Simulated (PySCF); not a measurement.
Zn: ionisation energy

Zn [Ar] 3d10 4s2 (1S) → Zn⁺ [Ar] 3d10 4s1 (2S), as a difference of total energies. Computed with PySCF 2.14 in def2-TZVP, with no relativity, point nucleus. Correlated levels: valence: [Ar] frozen. The calculations carry no spin-orbit coupling.

```tsv
method	ionisation energy (eV)	difference from reference (eV)
UHF	7.636	-1.758
M06-2X	9.083	-0.311
B3LYP	9.423	+0.029
MP2 (valence)	8.723	-0.671
SCS-MP2 (valence)	8.760	-0.634
CCSD (valence)	8.866	-0.528
CCSD(T) (valence)	8.955	-0.439
```

Reference: 9.394 eV (measured; NIST Atomic Spectra Database, ionization energies).

These non-relativistic numbers lack the scalar-relativistic shift.

Errors of the correlated levels include the incompleteness of this basis and the frozen core.
